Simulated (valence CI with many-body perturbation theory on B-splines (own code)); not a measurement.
I13+: configurations and terms from energies and g

Calculated by valence CI with perturbative core correlation (CI+MBPT): four valence electrons over a frozen Dirac-Fock core [Kr], a basis of 9 s, 9 p, 10 d, 8 f, 5 g, 3 h, 1 i functions for each j, with the one-electron correlation potential Σ1, the two-electron term Σ2, the three-electron term Σ3, Breit, model QED; selected CI, second order for the rest (own B-spline code, finite nucleus).

No measured levels were compared; by estimate terms of the open shell hold to 2 to 4 % of their energy, and close levels can change places. Core correlation moves these levels by up to 7000 cm⁻¹, and in measured spectra 5 to 20 % of such shifts remained as error; rates that hang on mixing are uncertain with them. Only levels of the ground parity were solved; by the run's estimate the other parity begins above the list, which can be wrong where configurations are misplaced.

```
No.  J  Parity  E (eV)      g
  2  1    even  0.7795  1.498
  3  2    even   1.529  1.481
  4  3    even   2.166  1.466
  5  4    even   2.664  1.426
  9  5    even   5.576  1.069
 10  2    even   5.752  0.791
 11  1    even   5.817  1.386
 12  6    even   6.071  1.127
 18  5    even   8.135  1.162
 20  6    even   8.638  1.038
 21  1    even   8.695  0.627
```

Energies count from the lowest level. Strongly mixed levels and levels close to another of their J and parity, and those with J = 0 are left out, so the numbers can have gaps.

(1) Give configuration and LS term of each level.

Results:

(1) 2: 4d4 5D; 3: 4d4 5D; 4: 4d4 5D; 5: 4d4 5D; 9: 4d4 3H; 10: 4d4 3F; 11: 4d4 3P; 12: 4d4 3H; 18: 4d4 3G; 20: 4d4 1I; 21: 4d4 3D.
